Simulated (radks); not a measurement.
Charge is removed step by step from the 5p3/2 level of Xe3+, starting from [Kr] 4d10 5s2 5p(1/2: 2, 3/2: 1). All-electron calculation, Dirac Kohn-Sham, PBEsol, spin-unpolarised, spherical densities, finite nucleus; Fermi nuclear charge, rms radius 4.7859 fm. Program: a radial shooting solver on a logarithmic mesh with Libxc functionals.

removed (e)  E - E(0) (eV)  eigenvalue (eV)  E minus straight line (eV)
0                    0.000          -36.285                       0.000
0.25                 9.401          -38.929                      -1.006
0.5                 19.467          -41.605                      -1.346
0.75                30.206          -44.313                      -1.013
1                   41.626          -47.051                       0.000

Removing the whole electron costs 41.626 eV by Delta-SCF, against 36.285 eV from minus the eigenvalue at the starting occupation. Slater's transition state (half an electron removed) gives 41.605 eV. Integrating minus the eigenvalue over the occupation (Janak's theorem) gives 41.626 eV. The mean slope of the eigenvalue, de/dn, is 10.8 eV per electron. Ionisation energy of Xe3+ in the NIST Atomic Spectra Database: 42.2 eV (measured).

Beside tabulated values, note that spin-unpolarised runs miss the spin-polarisation part of the exchange energy of open shells.
